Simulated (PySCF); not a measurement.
**TeP: energy against distance**

Set-up: PySCF, scalar-relativistic core potentials, basis sets Te def2-SVP with ECP28, P def2-SVP. Energies in eV from Te + P in their ground configurations at the same level. All curves are PBE0. state 1: ²Π (doublet), unpaired electrons π ↑; state 2: ⁴Π (quartet), unpaired electrons π ↑↑↑, a second solution, started from another occupation; state 3: Ms = 0.5 determinant of mixed spin (⟨S²⟩ near 1.8), unpaired electrons π ↑↑↓, a mixture of terms (⟨Lz²⟩ = 3.0), a second solution, started from another occupation; state 4: sextet, unpaired electrons σ ↑, π ↑↑↑↑, a second solution, started from another occupation.

```
R (Å)  state 1  state 2  state 3  state 4
1.941   -1.326    1.870    2.239   9.6247
2.031   -2.264    0.428    0.799   7.4120
2.122   -2.768   -0.538   -0.167   5.6929
2.189   -2.939   -1.030   -0.658   4.6604
2.257   -2.981   -1.370   -0.997   3.8057
2.325   -2.926   -1.590   -1.216   3.0980
2.415   -2.761   -1.742   -1.368   2.3407
2.528   -2.487   -1.769   -1.394   1.6295
2.663   -2.122   -1.648   -1.273   1.0301
2.844   -1.637   -1.345   -0.970   0.5270
```

Question: Put a parabola through the three lowest points of the state 1 curve and estimate Re, k and ωe (reduced mass 25.01 u; 1 eV/Å² = 0.16022 mdyn/Å; ωe = 1302.8·√(k/μ) cm⁻¹).

Answer: Through R = 2.189, 2.257, 2.325 Å the second-order coefficient is 10.5 eV/Å², so Re ≈ 2.252 Å, k ≈ 3.36 mdyn/Å and ωe ≈ 478 cm⁻¹. A polynomial fit of higher order to the unrounded PBE0 energies gives Re = 2.249 Å, k = 3.43 mdyn/Å, ωe = 483 cm⁻¹; anharmonicity and rounding make the difference.

The higher-order fit for each curve: state 1: Re = 2.249 Å, ωe = 483 cm⁻¹, De = 2.98 eV; state 2: Re = 2.491 Å, ωe = 342 cm⁻¹, minimum 1.78 eV below the ground-state fragments; state 3: Re = 2.490 Å, ωe = 342 cm⁻¹, minimum 1.40 eV below the ground-state fragments. State 4 gave no clean fit.

⟨S²⟩ of the unrestricted solution departs from its pure value on part of the curve, where spin states mix. Spin–orbit coupling is left out, which matters for elements this heavy, above all for dissociation energies. The state was picked by a PBE0 search and need not be the measured ground state.
